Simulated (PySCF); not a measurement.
Cost of excited-state runs on 3-(methylthio)thiophene (SMILES CSc1ccsc1)

Atom-mapped SMILES (the numbers label the heavy atoms): `[CH3:1][S:2][c:3]1[cH:4][cH:5][s:6][cH:7]1`. Hydrogens are named by the atom that carries them.

PySCF with density fitting, on 1 thread of an AMD EPYC 9R14, shared host. Command: `OMP_NUM_THREADS=1 python excited_run.py task.json out`

Problem. How long does each of these runs take, and how much memory?
- first hyperpolarisability, CAM-B3LYP/aug-cc-pVDZ; usual settings
- excited states, CAM-B3LYP/def2-TZVP; Tamm-Dancoff; spin-orbit couplings; 6 states; 5 triplets; quadratic response for 4 states; IEF-PCM tetrahydrofuran
- excited states, CAM-B3LYP/def2-TZVP; Tamm-Dancoff; spin-orbit couplings; 6 states; 5 triplets; quadratic response for 4 states
- excited states, CAM-B3LYP/aug-cc-pVDZ; two-photon moments; 8 states; quadratic response for 6 states; 0 triplets

Solution. 
| run | level | basis functions | wall time | peak memory (GiB) |
| --- | --- | --- | --- | --- |
| first hyperpolarisability | CAM-B3LYP/aug-cc-pVDZ | 223 | 36 s | 0.89 |
| excited states | CAM-B3LYP/def2-TZVP | 265 | 41 s | 1.1 |
| excited states | CAM-B3LYP/def2-TZVP | 265 | 40 s | 1.1 |
| excited states | CAM-B3LYP/aug-cc-pVDZ | 223 | 45 s | 0.89 |

Times from a shared host are rough.
